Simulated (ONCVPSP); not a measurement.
**arsenic: ONCV pseudisation with PBE, scalar-relativistic reference atom.**

ONCVPSP 4.0.1 was run on this input:

```
# ATOM AND REFERENCE CONFIGURATION
# atsym  z   nc   nv     iexc    psfile
  As 33.00    4    4        4      upf
#
#   n    l    f
    1    0    2.00
    2    0    2.00
    2    1    6.00
    3    0    2.00
    3    1    6.00
    3    2   10.00
    4    0    2.00
    4    1    1.00
#
# PSEUDOPOTENTIAL AND OPTIMIZATION
# lmax
    3
#
#   l,   rc,      ep,       ncon, nbas, qcut
    0    1.35    0.00    3    7    4.10
    1    0.95    0.00    4    7   14.30
    2    0.70    0.00    4    9   22.40
    3    1.25    0.09    4    7    7.90
#
# LOCAL POTENTIAL
# lloc, lpopt,  rc(5),   dvloc0
    4    5    0.50    6.00
#
# VANDERBILT-KLEINMAN-BYLANDER PROJECTORs
# l, nproj, debl
    0    2    2.10
    1    2    2.50
    2    2    3.50
    3    2    2.50
#
# MODEL CORE CHARGE
# icmod, fcfact, rcfact
    0    0.00    0.00
#
# LOG DERIVATIVE ANALYSIS
# epsh1, epsh2, depsh
   -7.00    5.00    0.04
#
# OUTPUT GRID
# rlmax, drl
    6.00    0.01
#
# TEST CONFIGURATIONS
# ncnf
    4
# nvcnf
#   n    l    f
    4
    3    1    6.00
    3    2   10.00
    4    0    2.00
    4    1    3.00
#
    4
    3    1    6.00
    3    2   10.00
    4    0    2.00
    4    1    2.00
#
    4
    3    1    6.00
    3    2   10.00
    4    0    2.00
    4    1    0.00
#
    4
    3    1    5.00
    3    2   10.00
    4    0    2.00
    4    1    3.00
#
```

Command:

```bash
oncvpsp.x < As.dat > As.out
```

The program printed (shortened: citation, most of the input echo, consistency checks and plot data are left out):

```
ONCVPSP  (Optimized Norm-Conservinng Vanderbilt PSeudopotential)
scalar-relativistic version 4.0.1

#   n    l    f        energy (Ha)
    1    0    2.00    -4.3148243E+02
    2    0    2.00    -5.5426073E+01
    2    1    6.00    -4.8698131E+01
    3    0    2.00    -7.7784888E+00
    3    1    6.00    -5.6972878E+00
    3    2   10.00    -2.2761949E+00
    4    0    2.00    -1.2291827E+00
    4    1    1.00    -8.3306953E-01

Reference configufation results
  iterations    20
  all-electron total energy (Ha)   -2.25981179D+03

Begin loop to  construct optimized pseudo wave functions
and semi-local pseudopoentials for all angular momenta

   Wellstate for l =  0  n =  6
     eigenvalue =   0.8708
     asymptotic potential =   1.3708
     half-point radius =  3.8347

Calculating optimized projector #   1

 for l=   0

    Fraction of norm inside rc  0.235173
    Optimizing pswf for qcut=   4.11 a_B^-1,  ecut=   8.44 Ha
    Residual kinetic energy error=  3.38D-03 Ha

    Energy error per electron        Cutoff
         Ha          eV             Ha
         0.01000     0.27211        6.97
         0.00100     0.02721       15.00
         0.00010     0.00272       48.28
         0.00001     0.00027       68.61

Calculating optimized projector #   2

 for l=   0

    Fraction of norm inside rc  0.056527
    Optimizing pswf for qcut=   4.11 a_B^-1,  ecut=   8.44 Ha
    Residual kinetic energy error=  5.42D-03 Ha

    Energy error per electron        Cutoff
         Ha          eV             Ha
         0.01000     0.27211        7.39
         0.00100     0.02721       38.27
         0.00010     0.00272      106.51

Calculating optimized projector #   1

 for l=   1

    Fraction of norm inside rc  0.903279
    Optimizing pswf for qcut=  14.29 a_B^-1,  ecut= 102.11 Ha
    Residual kinetic energy error=  4.37D-07 Ha

    Energy error per electron        Cutoff
         Ha          eV             Ha
         0.01000     0.27211       53.98
         0.00100     0.02721       67.76
         0.00010     0.00272       80.14
         0.00001     0.00027       89.79

Calculating optimized projector #   2

 for l=   1

    Fraction of norm inside rc  0.040170
    Optimizing pswf for qcut=  14.29 a_B^-1,  ecut= 102.11 Ha
    Residual kinetic energy error=  7.40D-08 Ha

    Energy error per electron        Cutoff
         Ha          eV             Ha
         0.01000     0.27211       40.27
         0.00100     0.02721       55.31
         0.00010     0.00272       68.56
         0.00001     0.00027       79.98

   Wellstate for l =  2  n =  5
     eigenvalue =   1.2238
     asymptotic potential =   1.7238
     half-point radius =  2.7749

Calculating optimized projector #   1

 for l=   2

    Fraction of norm inside rc  0.616311
    Optimizing pswf for qcut=  22.37 a_B^-1,  ecut= 250.24 Ha
    Residual kinetic energy error=  3.26D-06 Ha

    Energy error per electron        Cutoff
         Ha          eV             Ha
         0.01000     0.27211      165.96
         0.00100     0.02721      196.49
         0.00010     0.00272      220.32
         0.00001     0.00027      239.32

Calculating optimized projector #   2

 for l=   2

    Fraction of norm inside rc  0.025175
    Optimizing pswf for qcut=  22.37 a_B^-1,  ecut= 250.24 Ha
    Residual kinetic energy error=  5.41D-07 Ha

    Energy error per electron        Cutoff
         Ha          eV             Ha
         0.01000     0.27211      126.52
         0.00100     0.02721      167.70
         0.00010     0.00272      200.94
         0.00001     0.00027      224.60

   Wellstate for l =  3  n =  4
     eigenvalue =   0.0900
     asymptotic potential =   0.5900
     half-point radius =  4.8394

   Wellstate for l =  3  n =  5
     eigenvalue =   2.5900
     asymptotic potential =   3.0900
     half-point radius =  2.6204

Calculating optimized projector #   1

 for l=   3

    Fraction of norm inside rc  0.004296
    Optimizing pswf for qcut=   7.91 a_B^-1,  ecut=  31.32 Ha
    Residual kinetic energy error=  2.89D-05 Ha

    Energy error per electron        Cutoff
         Ha          eV             Ha
         0.01000     0.27211        4.66
         0.00100     0.02721       13.38
         0.00010     0.00272       25.25
         0.00001     0.00027       51.11

Calculating optimized projector #   2

 for l=   3

    Fraction of norm inside rc  0.087484
    Optimizing pswf for qcut=   7.91 a_B^-1,  ecut=  31.32 Ha
    Residual kinetic energy error=  2.39D-03 Ha

    Energy error per electron        Cutoff
         Ha          eV             Ha
         0.01000     0.27211       24.20
         0.00100     0.02721       35.15
         0.00010     0.00272       63.58
         0.00001     0.00027      113.23

Construct Vanderbilt / Kleinmman-Bylander projectors

B matrix Hermiticity error, ll=   0
   1   2   -1.1410E-04

  Orthonormal projector coefficients  2.1891E+01  3.1763E+00

B matrix Hermiticity error, ll=   1
   1   2    8.4524E-04

  Orthonormal projector coefficients  1.7438E+01  2.3362E+00

B matrix Hermiticity error, ll=   2
   1   2   -4.5608E-04

  Orthonormal projector coefficients -2.2450E+01 -5.3218E+00

B matrix Hermiticity error, ll=   3
   1   2    1.2348E-05

  Orthonormal projector coefficients -2.4116E+01 -1.0625E+01

Pseudoatom total energy -262.246439

Diagnostic tests using Vanderbilt-Kleinman-Bylander pseudopotentials
  1 or more projectors used as specified by nproj input data

   l    rcore       rmatch      e in        delta e   norm test  slope test

   0   1.3558365   1.3970026  -1.2291827  -0.0000187   0.9999845   1.0000706
   0   1.3558365   1.3970026   0.8708173   0.0007632   1.0001195   1.0001195

   1   0.9526348   0.9815589  -5.6972878   0.0000127   1.0002842   1.0003089
   1   0.9526348   0.9815589  -0.8330695   0.0000364   1.0001370   1.0001088

   2   0.7021493   0.7234680  -2.2761949  -0.0000525   1.0002658   1.0002665
   2   0.7021493   0.7234680   1.2238051  -0.0001415   1.0006544   1.0006544

   3   1.2543928   1.2924789   0.0900000   0.0000757   1.0000870   1.0000870
   3   1.2543928   1.2924789   2.5900000   0.0001101   1.0002753   1.0002753

 Testing for bound ghosts
   n   l    E NL Schr. Eq   E Basis Diag.   E Cutoff

       0                      -14.820068    101.04  WARNING - GHOST(-)
   1   0       -1.229201       -1.216867    101.04

   2   1       -5.697275       -5.697243    246.39
   3   1       -0.833033       -0.516153    246.39

   3   2       -2.276247       -2.254258    898.25

   4   3       -0.150495        0.501086    185.48

 Testing for highly-localized positive-energy ghosts
       l    <radius>/rc     E Basis Diag.   E Cutoff

       3        0.572926        6.262797    185.48  WARNING - GHOST(+)

Test configuration 0

   n   l     f        eae           eps        diff
   1   0  2.0000 -431.48242963
   2   0  2.0000  -55.42607330
   2   1  6.0000  -48.69813149
   3   0  2.0000   -7.77848885
   3   1  6.0000   -5.69728781   -5.69727515    1.27D-05
   3   2 10.0000   -2.27619489   -2.27624740   -5.25D-05
   4   0  2.0000   -1.22918273   -1.22920144   -1.87D-05
   4   1  1.0000   -0.83306953   -0.83303311    3.64D-05

    Total energies and differences
      AE_ref= -2.25981179D+03  AE_tst= -2.25981179D+03  dif=  0.00D+00
      PS_ref= -2.62246439D+02  PS_tst= -2.62246439D+02  dif= -3.98D-13
      PSP excitation error=  3.98D-13

Test configuration 1

   n   l     f        eae           eps        diff
   1   0  2.0000 -430.68474654
   2   0  2.0000  -54.63741766
   2   1  6.0000  -47.90834793
   3   0  2.0000   -6.99360286
   3   1  6.0000   -4.91255763   -4.91054214    2.02D-03
   3   2 10.0000   -1.49369658   -1.49156420    2.13D-03
   4   0  2.0000   -0.53265325   -0.53289514   -2.42D-04
   4   1  3.0000   -0.19091332   -0.19088908    2.42D-05

    Total energies and differences
      AE_ref= -2.25981179D+03  AE_tst= -2.26080651D+03  dif= -9.95D-01
      PS_ref= -2.62246439D+02  PS_tst= -2.63241250D+02  dif= -9.95D-01
      PSP excitation error=  9.48D-05

Test configuration 2

   n   l     f        eae           eps        diff
   1   0  2.0000 -431.04793338
   2   0  2.0000  -54.99773572
   2   1  6.0000  -48.26903610
   3   0  2.0000   -7.35274464
   3   1  6.0000   -5.27167127   -5.27053834    1.13D-03
   3   2 10.0000   -1.85213267   -1.85093362    1.20D-03
   4   0  2.0000   -0.85830378   -0.85847656   -1.73D-04
   4   1  2.0000   -0.49022998   -0.49020796    2.20D-05

    Total energies and differences
      AE_ref= -2.25981179D+03  AE_tst= -2.26047028D+03  dif= -6.58D-01
      PS_ref= -2.62246439D+02  PS_tst= -2.62904997D+02  dif= -6.59D-01
      PSP excitation error=  7.07D-05

Test configuration 3

   n   l     f        eae           eps        diff
   1   0  2.0000 -431.97662462
   2   0  2.0000  -55.91023323
   2   1  6.0000  -49.18349980
   3   0  2.0000   -8.25834629
   3   1  6.0000   -6.17686237   -6.17808100   -1.22D-03
   3   2 10.0000   -2.75313011   -2.75464814   -1.52D-03
   4   0  2.0000   -1.63281311   -1.63247593    3.37D-04

    Total energies and differences
      AE_ref= -2.25981179D+03  AE_tst= -2.25879371D+03  dif=  1.02D+00
      PS_ref= -2.62246439D+02  PS_tst= -2.61228292D+02  dif=  1.02D+00
      PSP excitation error= -6.51D-05

Test configuration 4

   n   l     f        eae           eps        diff
   1   0  2.0000 -431.75389230
   2   0  2.0000  -55.57486502
   2   1  6.0000  -48.86074788
   3   0  2.0000   -7.81428776
   3   1  5.0000   -5.72503039   -5.72829375   -3.26D-03
   3   2 10.0000   -2.28036265   -2.28682851   -6.47D-03
   4   0  2.0000   -0.96349707   -0.95662876    6.87D-03
   4   1  3.0000   -0.56024715   -0.56121529   -9.68D-04

    Total energies and differences
      AE_ref= -2.25981179D+03  AE_tst= -2.25549962D+03  dif=  4.31D+00
      PS_ref= -2.62246439D+02  PS_tst= -2.57931620D+02  dif=  4.31D+00
      PSP excitation error= -2.65D-03
```

Note: ghosts flagged at negative energy: s at -403.3 eV; GHOST(+) flagged for f at 170.4 eV. A true bound ghost makes a file unfit for plane-wave use.

The run took about 4.6 s on one core of a shared server CPU.
